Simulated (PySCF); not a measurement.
Computed XPS line lists of a few unrelated compounds.

Computed with delta-SCF UKS SCAN, pcX-2 on the ionised atom, pcseg-1 elsewhere, spin-free X2C in PySCF 2.14.0. Geometries: PBE0-D3(BJ)/def2-SVP; isolated species, one conformer each.

Line lists (1s up to Mg, 2p3/2 beyond, nothing for Br or Ge; areas count atoms within a level, one atom standing for each set equivalent by bonding):
1. C 1s: 291.30 (area 1), 291.38 (area 1), 291.44 (area 1), 293.06 (area 1), 294.15 (area 1) eV; O 1s: 538.03 eV; F 1s: 693.27 eV
2. N 1s: 404.44 eV; Si 2p3/2: 106.58 eV
3. N 1s: 404.15 eV; O 1s: 537.57 eV; Si 2p3/2: 107.35 (area 1), 107.40 (area 1) eV

Structures:
A. `C(C(Br)=O)(F)=C(C)C`
B. `[SiH3]O[SiH2][NH][GeH3]`
C. `[SiH3][GeH2][NH2]`

Question: Match each list to its structure.

Answer: 
- 1 = A: no other candidate has this set of levels. C 1s: 291.30 allylic carbon, 291.38 allylic carbon, 291.44 fully substituted alkene carbon, 293.06 vinylic C–F carbon, 294.15 acyl halide carbon; O 1s: 538.03 carbonyl oxygen; F 1s: 693.27 vinyl fluorine.
- 2 = C: no other candidate has this set of levels. N 1s: 404.44 nitrogen bonded to Ge and 2 H; Si 2p3/2: 106.58 SiH3 silicon.
- 3 = B: no other candidate has this set of levels. N 1s: 404.15 silicon-bound nitrogen; O 1s: 537.57 siloxane oxygen; Si 2p3/2: 107.35 oxygen-bound silicon, 107.40 oxygen-bound silicon.

For 2p shells one spin-free hole was relaxed; a mean-field spin–orbit operator and the ground-state splitting of the three 2p orbitals were then diagonalised within the shell. The shell's mean is (2 × 2p3/2 + 2p1/2)/3, and the degeneracies 2j + 1 give areas of 2:1.
